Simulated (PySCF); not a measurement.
Computed shifts of a molecule C4H6O2Si, PBE/pcSseg-1 (PySCF), GIAO, gas phase, equivalent atoms averaged, in ppm (number of nuclei): ¹³C: 165.3 (1), 151.0 (1), 132.2 (1), 107.1 (1). ²⁹Si: -96.5 (1). ¹H: 7.60 (1), 6.19 (1), 4.80 (3), 3.78 (1). References: ¹⁷O against H2O (σ = 334.3 ppm); ¹³C against TMS (σ = 182.0 ppm); ²⁹Si against TMS (σ = 335.4 ppm); ¹H against TMS (σ = 31.49 ppm), references at their B3LYP-D3(BJ)/def2-TZVP geometries, non-relativistic. Geometry optimised at r2SCAN-D4/def2-SVP. One conformer was computed; it need not be the lowest.

Question: Which structure fits?
(A) O=C1C=CC[Si@H]1O
(B) C=CC1=C[Si@@H](O)O1
(C) C=C1OC=C([SiH3])O1
(D) Oc1ccoc1[SiH3]

Answer: D, Oc1ccoc1[SiH3]
